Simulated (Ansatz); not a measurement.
Name a neutral molecule of C, Cl, N, Sn and H with HOMO energy (ωB97M-V/def2-TZVPP) between -9.95 and -9.65 eV and LUMO energy (B3LYP/def2-TZVPP) between -2.70 and -2.40 eV (Ansatz, PBE0-D4/def2-TZVP geometry).

`CC(C)(C)[NH][Sn]([Cl])([Cl])[Cl]` (-9.91 eV, -2.51 eV). Other molecules can fit too; these were computed, each in one conformer that needn't be the lowest.

B3LYP here is the variant with VWN-RPA as its local correlation; programs differ in this.
